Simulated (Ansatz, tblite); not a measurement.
Cost and result up the ladder for GaAs₂ (3 atoms). Total charge 0; doublet. Geometry: r2SCAN-D4/def2-TZVP.

Cartesian coordinates in Å:
```
Ga 1.508 -0.438 0.544
As -1.210 -0.475 0.437
As -0.298 0.912 -0.980
```

Ansatz on 4 threads of Arm Neoverse V1 on a shared host; xTB runs through tblite on one thread. Times are rough, summed over both states, and most runs start from the orbitals of an earlier one. PBE0-D4/def2-TZVP serves as the yardstick here, not as an exact answer. The other state is a singlet.

The xTB rows come from tblite. The structure comes from a short search, and lower isomers may exist.

Raw xTB energies of ions are shifted by several eV, and xTB has no spin-polarisation term.

| level | functions | wall time | vertical IE (eV) | difference from PBE0-D4/def2-TZVP (eV) |
| --- | --- | --- | --- | --- |
| GFN1-xTB | 27 | 0.006 s | 11.27 | 3.63 |
| GFN2-xTB | 27 | 0.006 s | 10.16 | 2.52 |
| PBE-D4/def2-TZVP | 144 | 4 s | 7.50 | -0.14 |
| PBE0-D4/def2-TZVP | 144 | 7.9 s | 7.64 | 0.00 |
| r2SCAN-D4/def2-TZVP | 144 | 11 s | 7.74 | 0.10 |
